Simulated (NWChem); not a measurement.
Species: C$_{4}$H$_{6}$S; SMILES C#C[C@H](C)S

```xyz
11

C      0.8030    -2.3416    -0.1502
C      0.2700    -1.2766     0.1248
C     -0.3852    -0.0083     0.4283
C     -1.7633     0.1139    -0.2364
S      0.7749     1.3546    -0.1014
H      1.2769    -3.2838    -0.3865
H     -0.4889     0.0739     1.5320
H     -1.6642     0.0709    -1.3380
H     -2.2412     1.0755     0.0366
H     -2.4249    -0.7127     0.0950
H      0.0172     2.3612     0.4208
```
Atoms are numbered in this order, from 1.

Computed with NWChem. Pople sets run with spherical d functions. Geometry: optimised at PBE-D3(BJ)/def2-SVP. Vzz is the largest principal value of the second derivative of the potential at the nucleus (NWChem prints the opposite sign); η is the asymmetry. Non-relativistic.

Predict the results for PBE0/6-31G*. Quantities: Vzz S5 (a.u.); η S5.

The vzz S5 (a.u.) is -2.837 and the η S5 is 0.59.
